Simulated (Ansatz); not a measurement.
`OB(S)Cl` and `[OH][Ga]([SH])[Cl]` differ in one element.

Ansatz, PBE0-D4/def2-TZVP geometries, multiplicity 1. Each molecule was computed in one conformer, which needn't be the lowest.

Scalar relativity is left out up to krypton.

```csv
property,`OB(S)Cl`
LUMO energy (B3LYP/def2-TZVPP) / eV,-0.25
HOMO–LUMO gap (B3LYP/def2-TZVPP) / eV,7.42
HOMO energy (PBE0/def2-TZVPP) / eV,-7.93
HOMO energy (B3LYP/def2-TZVPP) / eV,-7.67
size of the dipole moment (PBE/def2-TZVPP) / D,1.61
size of the dipole moment (ωB97M-V/def2-TZVPP) / D,1.62
```

Problem. Give the same properties after the change, and the shifts. (An estimate is asked.)

Solution. The calculation gave: 
```tsv
property	`[OH][Ga]([SH])[Cl]`	shift
LUMO energy (B3LYP/def2-TZVPP) / eV	-1.51	-1.26
HOMO–LUMO gap (B3LYP/def2-TZVPP) / eV	6.35	-1.07
HOMO energy (PBE0/def2-TZVPP) / eV	-8.13	-0.20
HOMO energy (B3LYP/def2-TZVPP) / eV	-7.86	-0.19
size of the dipole moment (PBE/def2-TZVPP) / D	0.45	-1.16
size of the dipole moment (ωB97M-V/def2-TZVPP) / D	0.56	-1.06
```

With PBE0 the HOMO falls by 0.20 eV and the LUMO falls by 1.12 eV, so the gap narrows by about 0.92 eV. PBE moves the HOMO by -0.18 eV and ωB97M-V by -0.22 eV. Dipoles are sizes alone; their direction can turn.

B3LYP here is the variant with VWN-RPA as its local correlation; programs differ in this.
